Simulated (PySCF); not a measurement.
## [ReS3]+ at several levels of theory

All levels use the PBE0 minimum (singlet; Re–S 2.088 Å (×3); S–Re–S 106.7° (×3)), basis [Re def2-SVP with ECP60, S def2-SVP], scalar-relativistic core potentials, density fitting, no spin–orbit coupling, PySCF. For vertical energies the ionised species is a doublet (spins chosen at PBE0 and kept) and the electron-attached one a doublet. Open shells are unrestricted, also as the reference of the correlated levels. Dipoles are about the centre of mass. A dash marks a value that was not computed or is not defined at that level.

| level | vertical IP (eV) | vertical EA (eV) | −ε(HOMO) (eV) | gap (eV) | dipole (D) |
| --- | --- | --- | --- | --- | --- |
| PBE0 | 14.76 | 8.95 | 12.77 | 2.18 | 1.42 |
| HF | 13.62 | 8.94 | 15.16 | 7.91 | 1.75 |
| MP2 | 15.87 | 7.91 | – | – | – |
| PBE | 14.59 | 8.61 | 11.71 | 0.46 | 1.26 |

Spin contamination in at least one species weakens the values at: HF, MP2.

No spin–orbit coupling is included, which matters more the heavier the element.
